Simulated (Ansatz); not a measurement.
One change: `N[Si](F)(S)I` becomes `N[SiH](S)I`.

Ansatz, PBE0-D4/def2-TZVP geometries, multiplicity 1. Each molecule was computed in one conformer, which needn't be the lowest.

Elements past krypton have def2 core potentials.  Spin–orbit coupling is left out; it splits and shifts lone-pair levels of the heavy atoms by tenths of an eV.

```csv
property,`N[Si](F)(S)I`
HOMO–LUMO gap (PBE/def2-TZVPP) / eV,4.94
size of the dipole moment (PBE/def2-TZVPP) / D,1.90
LUMO energy (PBE0/def2-TZVPP) / eV,-0.64
LUMO energy (PBE/def2-TZVPP) / eV,-1.51
HOMO–LUMO gap (ωB97M-V/def2-TZVPP) / eV,11.07
HOMO energy (PBE0/def2-TZVPP) / eV,-7.64
```

(1) Give the same properties after the change, and the shifts. (An estimate is asked.)

Answers

(1) Ansatz gave: 
| property | `N[SiH](S)I` | shift |
| --- | --- | --- |
| HOMO–LUMO gap (PBE/def2-TZVPP) / eV | 4.87 | -0.07 |
| size of the dipole moment (PBE/def2-TZVPP) / D | 1.58 | -0.32 |
| LUMO energy (PBE0/def2-TZVPP) / eV | -0.61 | 0.03 |
| LUMO energy (PBE/def2-TZVPP) / eV | -1.46 | 0.05 |
| HOMO–LUMO gap (ωB97M-V/def2-TZVPP) / eV | 10.87 | -0.20 |
| HOMO energy (PBE0/def2-TZVPP) / eV | -7.50 | 0.14 |

Dipoles are sizes alone; their direction can turn.

Positive LUMOs are unbound, so they and the gaps depend on the basis.
